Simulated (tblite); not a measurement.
Input of a run (GFN2-xTB geometry optimisation, gas phase (tblite 0.8.0)), started from a force field or distance geometry:
```
{"job": {"kind": "relax", "xc": "GFN2-xTB", "basis": "xTB"}, "charge": 0, "multiplicity": 1}
C      3.185200     0.253200     0.253300
C      2.572400    -0.777700    -0.425300
N      1.253700    -0.920400    -0.536600
C      0.472700     0.045500     0.027900
C     -1.012800    -0.083500    -0.075800
N     -1.516600    -1.132900    -0.760400
C     -2.836700    -1.175400    -0.830200
N     -3.674900    -0.292400    -0.294000
C     -3.078400     0.697400     0.347100
N     -1.777500     0.865800     0.494100
N      0.977900     1.094200     0.714100
C      2.317000     1.173800     0.808400
H      4.245300     0.344100     0.350800
H      3.171400    -1.563200    -0.890500
H     -3.274900    -2.005800    -1.362300
H     -3.727900     1.450900     0.809400
H      2.697200     2.038400     1.360000
```

Output (eV, eV/Å):
```
step      E/eV     max force
  0    -873.97484    1.365
  1    -874.05499    0.497
  2    -874.06628    0.281
  3    -874.07737    0.290
  4    -874.09277    0.360
  5    -874.10309    0.349
  6    -874.11203    0.180
  7    -874.11647    0.162
  8    -874.11856    0.122
  9    -874.11933    0.071
 10    -874.11970    0.041
 11    -874.11989    0.039
 12    -874.12001    0.033
 13    -874.12008    0.019
 14    -874.12013    0.015
 15    -874.12015    0.006
```

**Question.** Summarise the run.

**Answer.** The energy falls by 0.145 eV over 15 L-BFGS steps, the largest force on an atom goes from 1.37 to 0.006 eV/Å, and the atoms move by 0.050 Å rms after alignment. The bond that changes most is N3–C4 (pyridine-type nitrogen to substituted aromatic carbon), which shortens by 0.037 Å. Bonds longer at the end by more than 0.005 Å: 3 of 18; shorter: 12. Among the angles that change most is N3–C4–N11, from 123.1° to 125.6°. The energy never rose by more than 1e-5 eV on the way. The first step brought 55 % of the lowering.

**Question.** What are the final bond lengths?

**Answer.** C1–C2 1.389 Å, C2–N3 1.319 Å, N3–C4 1.327 Å, C4–C5 1.475 Å, C5–N6 1.330 Å, N6–C7 1.318 Å, C7–N8 1.324 Å, N8–C9 1.324 Å, C9–N10 1.318 Å, C4–N11 1.327 Å, N11–C12 1.319 Å, C1–C12 1.389 Å, C5–N10 1.330 Å, C1–H13 1.077 Å, C2–H14 1.082 Å, C7–H15 1.083 Å, C9–H16 1.083 Å, C12–H17 1.083 Å. Numbering counts from 1 in the input's order; the species is `C1=CN=C(C2=NC=NC=N2)N=C1`.

Hardware: an Arm Neoverse V1 with one thread, on a shared host. Cost: 0.12 s of wall time.

Its lowest GFN2-xTB frequency is 19i cm⁻¹, too small to tell a flat minimum from a shallow saddle. One conformer, not necessarily the lowest.

The values belong to the conformer `[cH:1]1[cH:2][n:3][c:4](-[c:5]2[n:6][cH:7][n:8][cH:9][n:10]2)[n:11][cH:12]1`: N3–C4–C5–N6 0°.

The numbers are calculated, not measured.
